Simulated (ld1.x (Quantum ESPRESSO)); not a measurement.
## Transferability test, TM potential for Cs

Cs (Z = 55), norm-conserving Troullier–Martins (Kleinman–Bylander form), made with ld1.x (Quantum ESPRESSO) 7.5 (PBE, scalar-relativistic). Core [Kr] 4d10, reference 5s2 5p6 5d1 6s0 6p0. Waves: 5s (bound): rc 2.10 bohr; 5d (bound): rc 4.20 bohr; 5p (bound): rc 2.05 bohr. Local part: the p channel. Core correction: none.

Energies are relative to the spin-unpolarised reference configuration 5s2 5p6 5d1 6s0 6p0; without spin polarisation the order of configurations can differ from experiment. Not all tests gave a result: 1 of 7 tests not solved or not reliable. Left out of the table: 5s2 5p6 5d0 6s0 6p1 (solver errors, printed error -1.2 eV). The frozen-core shift is the all-electron ΔE with the core orbitals held at their reference shape minus the fully relaxed ΔE.

(1) Give the all-electron excitation energy and the error of the potential for: 5s2 5p6 5d0 6s1 6p0; 5s2 5p6 5d0 6s0 6p0; 5s2 5p6 5d0 6s0.5 6p0; 5s1 5p6 5d0 6s1 6p0; 5s2 5p6 5d0.5 6s0.5 6p0; 5s2 5p5 5d0 6s1 6p0.

Levels in the configuration 5s2 5p6 5d0.5 6s0.5 6p0:

| level | all-electron (eV) | pseudo (eV) |
| --- | --- | --- |
| 5s | -26.774 | -26.730 |
| 5p | -13.575 | -13.537 |
| 5d | -0.468 | -0.453 |
| 6s | -2.141 | -2.195 |

Results:

(1)

```json
{"valence configuration": "5s2 5p6 5d0 6s1 6p0", "charge": "0", "ΔE all-electron (eV)": "-1.672", "error AE − PS (meV)": "+70", "frozen-core shift (meV)": "-1.0"}
{"valence configuration": "5s2 5p6 5d0 6s0 6p0", "charge": "+1", "ΔE all-electron (eV)": "2.192", "error AE − PS (meV)": "+1.5", "frozen-core shift (meV)": "-0.8"}
{"valence configuration": "5s2 5p6 5d0 6s0.5 6p0", "charge": "+0.5", "ΔE all-electron (eV)": "-0.201", "error AE − PS (meV)": "+48", "frozen-core shift (meV)": "-0.9"}
{"valence configuration": "5s1 5p6 5d0 6s1 6p0", "charge": "+1", "ΔE all-electron (eV)": "30.011", "error AE − PS (meV)": "+228", "frozen-core shift (meV)": "+22"}
{"valence configuration": "5s2 5p6 5d0.5 6s0.5 6p0", "charge": "0", "ΔE all-electron (eV)": "-0.829", "error AE − PS (meV)": "+35", "frozen-core shift (meV)": "-0.4"}
{"valence configuration": "5s2 5p5 5d0 6s1 6p0", "charge": "+1", "ΔE all-electron (eV)": "16.193", "error AE − PS (meV)": "+206", "frozen-core shift (meV)": "+8.5"}
```

A variational frozen-core shift is positive and of second order in the change. This column holds negative values, so the frozen-core run of ld1.x carries numerical noise or an error of first order here, and the column gives no more than the rough size of the effect.
